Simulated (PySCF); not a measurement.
Cl2GaHS, SMILES [SH][Ga]([Cl])[Cl].

Geometry: PBE0-D3(BJ)/def2-SVP. The values are those of a single conformer.

Calculation: M06-2X/def2-TZVP run with PySCF.

Symmetry labels are those of the subgroup Cs that the program uses (full group Cs).

Problem. List the valence orbital energies around the gap with their symmetry. (The exact figures need the calculation; the answer reports its results.)

Solution. 
```json
[
 {"orbital": "HOMO−7", "symmetry": "A'", "energy (eV)": "-13.31"},
 {"orbital": "HOMO−6", "symmetry": "A'", "energy (eV)": "-12.07"},
 {"orbital": "HOMO−5", "symmetry": "A'", "energy (eV)": "-11.64"},
 {"orbital": "HOMO−4", "symmetry": "A\"", "energy (eV)": "-11.42"},
 {"orbital": "HOMO−3", "symmetry": "A\"", "energy (eV)": "-10.87"},
 {"orbital": "HOMO−2", "symmetry": "A'", "energy (eV)": "-10.70"},
 {"orbital": "HOMO−1", "symmetry": "A'", "energy (eV)": "-10.44"},
 {"orbital": "HOMO", "symmetry": "A\"", "energy (eV)": "-9.53"},
 {"orbital": "LUMO", "symmetry": "A'", "energy (eV)": "-0.74"},
 {"orbital": "LUMO+1", "symmetry": "A\"", "energy (eV)": "-0.73"},
 {"orbital": "LUMO+2", "symmetry": "A'", "energy (eV)": "0.87"},
 {"orbital": "LUMO+3", "symmetry": "A'", "energy (eV)": "2.08"}
]
```
